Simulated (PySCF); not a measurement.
**Electron correlation in Mg (magnesium, neutral)**

[Ne] 3s2, closed-shell 1S. All numbers are calculated (PySCF 2.14, the non-relativistic Hamiltonian (point nucleus), in def2-SVP (4s3p1d, 18 functions)). Frozen: [Ne]; 2 electrons correlated.

Total MP2 correlation energy: -20.11 mhartree.

Same-spin part 0.00 and opposite-spin part -20.11 mhartree; SCS-MP2 scales them by 1/3 and 6/5 to -24.13 mhartree.

With two correlated electrons CCSD is exact within the correlated space (frozen core and kept virtual orbitals).

```tsv
level	correlation energy (mhartree)
CCSD	-31.95
```

Diagnostics: T1 = 0.012, D1 = 0.0165, largest double amplitude 0.136.

Question: Is a single reference adequate?

Answer: Mostly. T1 lies below 0.03, but a double amplitude of this size points to a near-degeneracy that CCSD handles and MP2 describes poorly.
